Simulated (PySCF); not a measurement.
C4H6BF, SMILES C#CB(F)CC. Atoms are numbered in the order given.

```xyz
12

C     -1.2567     2.1308     0.0000
C     -0.3821     1.2666     0.0000
B      0.6499     0.1282     0.0000
F      1.9519     0.4662     0.0000
C      0.2697    -1.3972     0.0000
C     -1.2195    -1.7531     0.0000
H     -2.0165     2.9019     0.0000
H      0.7928    -1.8505     0.8753
H      0.7928    -1.8505    -0.8753
H     -1.7340    -1.3362    -0.8894
H     -1.3862    -2.8491     0.0000
H     -1.7340    -1.3362     0.8894
```

The structure is a stationary point at PBE-D3(BJ)/def2-SVP. The structure was generated by enumeration, and PubChem lists no compound with its InChIKey, so it may never have been made. Other conformers were not sampled.

Computed with PBE/pcSseg-1 (PySCF).

GIAO shieldings, no solvent; atoms alike by connectivity are averaged. δ = σ(ref) − σ: ¹³C against TMS (σ = 182.0 ppm); ¹¹B against BF3 (σ = 83.9 ppm); ¹⁹F against CFCl3 (σ = 133.6 ppm); ¹H against TMS (σ = 31.49 ppm), references at their B3LYP-D3(BJ)/def2-TZVP geometries, non-relativistic.

```csv
atoms,nucleus,count,δ (ppm)
C1,¹³C,1,108.4
C2,¹³C,1,?
C5,¹³C,1,23.0
C6,¹³C,1,?
B3,¹¹B,1,?
F4,¹⁹F,1,-23.3
H7,¹H,1,3.60
"H10, H11, H12",¹H,3,1.66
"H8, H9",¹H,2,?
```

Task: What belongs in the gaps? (An estimate is asked for; the answer gives what the named calculation found.)

Result: 
- B3, δ (ppm): 35.4
- C6, δ (ppm): 13.9
- H8, H9, δ (ppm): 1.55
- C2, δ (ppm): 93.0
